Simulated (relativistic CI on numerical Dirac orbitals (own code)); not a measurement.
## Pr¹⁹⁺: sensitivity of the levels to the model

Base calculation: Dirac-Coulomb-Breit CI, orbitals from a KLI potential per configuration, model QED, unscaled Slater integrals.

Configurations in the expansion (outside the closed core [Ar] 3d10): 4s²4p⁶4d⁴, 4s²4p⁵4d⁵, 4s²4p⁶4d³4f, 4s4p⁶4d⁵, 4s²4p⁶4d³5s, 4s4p⁶4d⁴4f, 4s²4p⁶4d³5p, 4s²4p⁶4d²4f5s, 4s²4p⁶4d³5d, 4s²4p⁶4d²5s5p, 4s²4p⁶4d³6s, 4p⁶4d⁶, 4p⁵4d⁷, 4s²4p⁶4d²5s², 4s²4p⁶4d4f5s², 4s4p⁶4d²4f5s², 4s²4p⁶4d5s²5p. Double excitations out of closed p, d and f shells are left out; levels of such configurations are missing from the list, as are those of other unlisted configurations, and high levels can miss mixing partners.

Variants: (1) P86 correlation estimate; (2) non-relativistic limit; (3) only the first configuration. Shifts of the energy above 4s²4p⁶4d⁴ ⁵D0, in cm⁻¹, for the lowest level and the first level of each name with at least 55 % of one term (blank where a level changes its place among those of its configuration and J or its character, or is not in the variant):

| Level | Base | Δ(1) | Δ(2) | Δ(3) |
| --- | --- | --- | --- | --- |
| 4s²4p⁶4d⁴ ⁵D0 | 0.0 | 0.0 | 0.0 | 0.0 |
| 4s²4p⁶4d⁴ ⁵D1 | 18692.9 | -0.5 | -18692.9 | -421.1 |
| 4s²4p⁶4d⁴ ⁵D2 | 32562.3 | -0.5 | -32562.3 | -419.1 |
| 4s²4p⁶4d⁴ ⁵D3 | 41928.2 | -0.3 | -41928.1 | -301.7 |
| 4s²4p⁶4d⁴ ³G3 | 78033.0 | +0.3 |  | +143.7 |
| 4s²4p⁶4d⁴ ³F2 | 80488.5 | +0.3 |  | +252.0 |
| 4s²4p⁶4d⁴ ³H5 | 84016.6 | -0.9 | -40567.4 | -953.7 |
| 4s²4p⁶4d⁴ ³P1 | 85715.7 | +0.4 | -38459.8 | +421.0 |
| 4s²4p⁶4d⁴ ³H6 | 90889.8 | -1.4 | -47440.5 | -1361.4 |
| 4s²4p⁶4d⁴ ³G4 | 98036.7 | +0.5 |  | +403.9 |
| 4s²4p⁶4d⁴ ³G5 | 124549.5 | -0.1 | -72792.6 | -155.3 |
| 4s²4p⁶4d⁴ ³D1 | 127132.5 | +2.0 | -63763.6 | +2004.4 |
| 4s²4p⁶4d⁴ ¹I6 | 129979.7 | -1.4 | -65250.0 | -1354.4 |
| 4s²4p⁶4d⁴ ¹S0 | 142827.9 | +3.5 | -70986.5 | +3674.4 |

At this charge energies of transitions that change n are usually good to better than 1 %, and those within a shell (Δn = 0) to a few per cent. Terms inside the open d or f shell come out 10 to 20 % too wide with unscaled integrals.

Ionisation energy from the two ground configurations alone: base 554.284 eV; P86 correlation estimate 556.114 eV. The NIST ASD value (theoretical) is 554 eV.

LS names give the leading component of a level, which can be under half, so a name can repeat, a term be missing and a line seem to break the LS rules.
